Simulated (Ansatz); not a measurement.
Cr₃. Charge 0, multiplicity 3. Geometry r2SCAN-D4/def2-TZVPD, that of the charge -1 doublet; atoms count from 1.

```xyz
3

Cr   -0.406    0.164    1.456
Cr    0.185   -1.394   -0.607
Cr    0.221    1.230   -0.849
```

The charge 0 triplet is spin-contaminated (final ⟨S²⟩ up to 8.48, 2.00 for a pure state). The structure comes from a short search, and lower isomers may exist.

(1) Estimate the Mulliken populations from the PBE0/def2-TZVPD orbitals of Ansatz.

(2) Where does the spin sit?

(3) And the Mayer bond orders between bonded heavy atoms (over 0.3)?

Results:

(1) 
```tsv
atom	charge (e)	spin (α − β)	d electrons
Cr1	-0.08	2.49	4.87
Cr2	0.10	5.06	4.94
Cr3	-0.02	-5.55	4.91
```
Mulliken values and Mayer orders depend strongly on the basis. With diffuse functions, as here, like atoms can get unlike values, and bond orders can come out too low or too high.

(2) Summed by element: Cr 2.00, of 2 unpaired in all. Largest on single atoms: Cr3 -5.55, Cr2 5.06, Cr1 2.49.

(3) Cr1–Cr2 0.90 (2.65 Å); Cr1–Cr3 0.51 (2.62 Å); Cr2–Cr3 0.47 (2.64 Å).
